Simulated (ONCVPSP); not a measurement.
Pseudopotential generation for zirconium: ONCV, PW91, fully relativistic.

zirconium, optimised norm-conserving Vanderbilt (ONCV), made with ONCVPSP 4.0.1 (PW91, fully relativistic). Core [Kr], reference 4d2 5s1.75 5p0.25. Waves: 5s: rc 3.25 bohr, ncon 4, nbas 7, qcut 1.5 1/bohr, 2 projectors, debl 1.3 Ha; 5p: rc 3.15 bohr, ncon 4, nbas 8, qcut 2.4 1/bohr, 1 projector; 4d: rc 1.80 bohr, ncon 4, nbas 8, qcut 4.6 1/bohr, 2 projectors, debl 3.9 Ha. Local part: polynomial inside 1.75 bohr (lpopt 5, dvloc0 0 Ha). Core correction: Teter function, fcfact 4.25, rcfact 0.98.

Open shells are filled in proportion to 2j + 1.

Poles of the logarithmic derivatives, all-electron (AE) and pseudo (PS). Narrow ghost or core levels that the grid stepped over were put in at their known energies. s: poles at 0.5, 3.3 (AE) and -0.5, 0.5, 2.9, 4.8 (PS) Ha. p3/2: poles at -1.2, 1.1, 4.2 (AE) and -0.5, 1.0, 3.4 (PS) Ha. p1/2: poles at -1.2, 1.0, 4.1 (AE) and -0.4, 1.0, 3.4 (PS) Ha. d5/2: poles at 1.3 (AE) and 1.3 (PS) Ha. d3/2: poles at 1.3 (AE) and 1.3 (PS) Ha. Test radii: s 3.30, p3/2 3.21, p1/2 3.21, d5/2 1.83, d3/2 1.83 bohr.

- Cutoffs needed: 26 Ha and 68 Ha (the cutoffs (Ha) at which the residual kinetic energy of the hardest occupied pseudo-wave falls to 1 and 0.1 mHa per electron)
- Ghost test: ghosts flagged at negative energy: s at -14.3 eV, p3/2 at -12.8 eV, p1/2 at -11.3 eV; no localised positive-energy state flagged; a true bound ghost makes a file unfit for plane-wave use
- Configuration tests: 2 of 4 tests not solved or not reliable
- rms error of d²Exc/dni dnj: 10.24 mHa without and 7.70 mHa with the model core
